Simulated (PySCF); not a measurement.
Cartesian coordinates (Å):
```xyz
5

Hf     0.0000     0.0000     0.0000
F     -1.3985     1.1524    -0.5959
F      1.0302     0.8890     1.3369
F      1.1241    -0.4506    -1.4739
F     -0.7558    -1.5908     0.7329
```
Charge 0, spin multiplicity 1.

Estimate the HOMO, LUMO, dipole moment, total energy, charge on the central atom (Mulliken) and HOMO–LUMO gap that TPSSh-D3(BJ)/def2-TZVP // r2SCAN-D4/def2-SVP (PySCF 2.14.0) returns for this input.


The HOMO is -11.02 eV and the LUMO is -1.13 eV. The dipole moment is 0.00 D, the total energy is -12188.13 eV and the charge on the central atom (Mulliken) is 1.69 e. The HOMO–LUMO gap is 9.89 eV.
